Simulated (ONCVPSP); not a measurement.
Configuration tests for zirconium (Zr) (ONCV)

zirconium (Zr), optimised norm-conserving Vanderbilt (ONCV), made with ONCVPSP 4.0.1 (LDA (Perdew-Wang 92), scalar-relativistic). Core [Ar] 3d10, reference 4s2 4p6 4d2 5s1.5 (charge +0.5). Waves: 4s+5s: rc 1.95 bohr, ncon 4, nbas 8, qcut 5.6 1/bohr, 2 projectors; 4p: rc 1.50 bohr, ncon 4, nbas 8, qcut 4.6 1/bohr, 2 projectors, debl 0.6 Ha; 4d: rc 2.75 bohr, ncon 4, nbas 8, qcut 6.8 1/bohr, 2 projectors, debl 1.2 Ha; f scattering state at 0.06 Ha: rc 3.00 bohr, ncon 4, nbas 8, qcut 3.5 1/bohr, 2 projectors, debl 0.6 Ha. Local part: polynomial inside 1.10 bohr (lpopt 5, dvloc0 0 Ha). Core correction: Teter function, fcfact 4.5, rcfact 1.15.

In the p channel the program set the typed energies aside and used -1.313, 0.250 Ha.

Energies are relative to the spin-unpolarised reference configuration 4s2 4p6 4d2 5s1.5; without spin polarisation the order of configurations can differ from experiment.

```csv
valence configuration,charge,ΔE all-electron (eV),error AE − PS (meV)
4s2 4p6 4d2 5s2,0,-2.968,+0.3
4s2 4p6 4d2 5s0,+2,17.612,-5.4
4s2 4p6 4d2.5 5s1.5,0,-2.444,-0.1
```

(1) What are ΔE and the potential's error for 4s2 4p6 4d2 5s1?

Note: no bound ghost flagged; GHOST(+) flagged for f at 25.5 eV, s at 72.4 eV.

## Answers

(1) ΔE = 4.377 eV all-electron; the error (AE − PS) is -0.8 meV.
